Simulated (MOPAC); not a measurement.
MOPAC input (MNDO):

```
MNDO PRECISE GNORM=0.05 LET XYZ GEO-OK AUX(PRECISION=9) THREADS=1
FIn

In   -0.00000000 1   -0.00000000 1   -0.31203525 1
F     0.00000000 1    0.00000000 1    1.69885860 1
```

Output:

```
 *******************************************************************************
 **                                                                           **
 **                              MOPAC v23.2.5                                **
 **                                                                           **
 *******************************************************************************
 ** MOPAC's Digital Object Identifier: https://doi.org/10.5281/zenodo.6511958 **
 **                                                                           **
 ** Please cite the open-source release paper for use of this MOPAC version:  **
 ** J. E. Moussa and J. J. P. Stewart (2026)                                  **
 ** MOPAC: An open-source semiempirical molecular orbital program             **
 ** J. Open Source Softw., 11(119), 8025, https://doi.org/10.21105/joss.08025 **
 *******************************************************************************

                              MNDO CALCULATION RESULTS

 *******************************************************************************
 *  MNDO       - The MNDO Hamiltonian to be used
 *  GEO-OK     - OVERRIDE INTERATOMIC DISTANCE AND OTHER SAFETY CHECKS
 *  LET        - OVERRIDE SOME SAFETY CHECKS
 *  PRECISE    - TIGHTER CRITERIA TO BE USED
 *  XYZ        - CARTESIAN COORDINATE SYSTEM TO BE USED
 *  GNORM      - EXIT WHEN GRADIENT NORM DROPS BELOW 0.050
 *  AUX        - OUTPUT AUXILIARY INFORMATION
 *******************************************************************************
MNDO PRECISE GNORM=0.05 LET XYZ GEO-OK AUX(PRECISION=9) THREADS=1
 FIn

   ATOM   CHEMICAL          X               Y               Z
  NUMBER   SYMBOL      (ANGSTROMS)     (ANGSTROMS)     (ANGSTROMS)

     1      In         -0.00000000  *  -0.00000000  *  -0.31203525  *
     2       F          0.00000000  *   0.00000000  *   1.69885860  *

          CARTESIAN COORDINATES

    NO.       ATOM           X           Y           Z

     1        In         -0.0000     -0.0000     -0.3120
     2         F          0.0000      0.0000      1.6989

  F: (MNDO): M.J.S. DEWAR, H.S. RZEPA, J. AM. CHEM. SOC., 100, 777, (1978)
 In: (MNDO): J. J. P. STEWART, J. MOL. MOD., 10, 155-164 (2004)

           Empirical Formula: In F  =     2 atoms

      MOLECULAR POINT GROUP   :   C*v

      RHF CALCULATION, NO. OF DOUBLY OCCUPIED LEVELS = 5

          Geometry optimization using EF

          DIAGONAL MATRIX USED AS START HESSIAN

 CYCLE:     1  GRAD.:    13.519 HEAT: -23.67745
 CYCLE:     2  GRAD.:    45.244 HEAT: -22.71390
 CYCLE:     3  GRAD.:     1.668 HEAT: -23.79673
 CYCLE:     4  GRAD.:     0.198 HEAT: -23.79846
 CYCLE:     5  GRAD.:     0.002 HEAT: -23.79848

     GRADIENT =  0.00182 IS LESS THAN CUTOFF =  0.05000

 -------------------------------------------------------------------------------
 MNDO PRECISE GNORM=0.05 LET XYZ GEO-OK AUX(PRECISION=9) THREADS=1
 FIn

     GEOMETRY OPTIMISED USING EIGENVECTOR FOLLOWING (EF).
     SCF FIELD WAS ACHIEVED

                              MNDO CALCULATION
                                                       MOPAC v23.2.5 Linux

          FINAL HEAT OF FORMATION =        -23.79848 KCAL/MOL =     -99.57285 KJ/MOL

          COSMO AREA              =         76.62 SQUARE ANGSTROMS
          COSMO VOLUME            =         59.78 CUBIC ANGSTROMS

          GRADIENT NORM           =          0.00182          =       0.00129 PER ATOM
          IONIZATION POTENTIAL    =         11.104556 EV
          HOMO LUMO ENERGIES (EV) =        -11.105  0.206
          NO. OF FILLED LEVELS    =          5
          MOLECULAR WEIGHT        =        133.8184         POINT GROUP:  C*v

          MOLECULAR DIMENSIONS (Angstroms)

            Atom       Atom       Distance
            F     2   In     1     1.98593
            F     2   In     1     0.00000
            F     2   In     1     0.00000

          SCF CALCULATIONS        =          6

   ATOM   CHEMICAL          X               Y               Z
  NUMBER   SYMBOL      (ANGSTROMS)     (ANGSTROMS)     (ANGSTROMS)

     1      In          0.00000000  *   0.00000000  *  -0.29955510  *
     2       F          0.00000000  *   0.00000000  *   1.68637845  *

                             CARTESIAN COORDINATES

   1   In        0.000000000     0.000000000    -0.299555103
   2    F        0.000000000     0.000000000     1.686378453

           Empirical Formula: In F  =     2 atoms

      MOLECULAR POINT GROUP   :   C*v

                  EIGENVALUES
 -39.34977 -14.03984 -12.76994 -12.76994 -11.10456   0.20626   0.20626   4.16991

              NET ATOMIC CHARGES AND DIPOLE CONTRIBUTIONS

  ATOM NO.   TYPE          CHARGE      No. of ELECS.   s-Pop       p-Pop
    1         In           0.495538        2.5045     1.89275     0.61171
    2          F          -0.495538        7.4955     1.88466     5.61088
 DIPOLE           X         Y         Z       TOTAL
 POINT-CHG.    -0.000    -0.000    -4.727     4.727
 HYBRID         0.000    -0.000     3.145     3.145
 SUM            0.000    -0.000    -1.581     1.581

          ATOMIC ORBITAL ELECTRON POPULATIONS

     Atom    s        px        py        pz
    1 In   1.89275   0.06870   0.06870   0.47430
    2  F   1.88466   1.93130   1.93130   1.74829

 **********************
 *                    *
 * JOB ENDED NORMALLY *
 *                    *
 **********************

 == MOPAC DONE ==
```
